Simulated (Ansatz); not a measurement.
C6H9FO6Si, SMILES `CC(=O)O[Si](F)(OC(C)=O)OC(C)=O` at its PBE0-D4/def2-TZVP geometry, where that method's forces vanish. Total charge 0; spin multiplicity 1.

```xyz
23

C    -1.9688   -3.2515    0.6115
C    -0.7364   -2.4491    0.8605
O    -0.0960   -2.4305    1.8713
O    -0.4009   -1.7018   -0.2213
Si    0.8373   -0.6255   -0.2529
F     2.2058   -1.3877   -0.3470
O     0.5449    0.1691   -1.6578
C     1.1292    1.3397   -2.0175
C     0.5633    1.8645   -3.2938
O     1.9848    1.8549   -1.3582
O     0.9608    0.3290    1.0732
C    -0.0323    1.1614    1.4611
C     0.3351    1.9316    2.6819
O    -1.0668    1.2333    0.8577
H    -1.8255   -3.8828   -0.2673
H    -2.7984   -2.5760    0.3926
H    -2.1969   -3.8596    1.4828
H     1.0711    2.7836   -3.5737
H    -0.5055    2.0465   -3.1634
H     0.6702    1.1148   -4.0799
H     0.5747    1.2363    3.4888
H     1.2349    2.5161    2.4800
H    -0.4847    2.5836    2.9715
```

(1) What forces (eV/Å) does r2SCAN-D4/def2-TZVPP give on these atoms in Ansatz 0.2.0? (Estimate.)

Answers

(1) The calculation gave: 
```
C1  -0.082 -0.063 -0.004
C2  -0.247 -0.160 -0.053
O3   0.271  0.016  0.418
O4   0.000  0.156 -0.343
Si5 -0.002  0.014  0.018
F6   0.069 -0.040 -0.006
O7  -0.216 -0.307  0.002
C8  -0.119  0.104 -0.255
C9  -0.026  0.046 -0.089
O10  0.354  0.209  0.283
O11  0.333 -0.190 -0.013
C12  0.089  0.154  0.249
C13  0.011  0.059  0.084
O14 -0.439  0.028 -0.260
H15 -0.018  0.016  0.007
H16  0.010 -0.020 -0.011
H17  0.003  0.016 -0.025
H18 -0.016 -0.024  0.006
H19  0.014 -0.012 -0.016
H20 -0.020  0.013  0.008
H21  0.012  0.020 -0.010
H22 -0.007 -0.016  0.018
H23  0.024 -0.017 -0.006
```
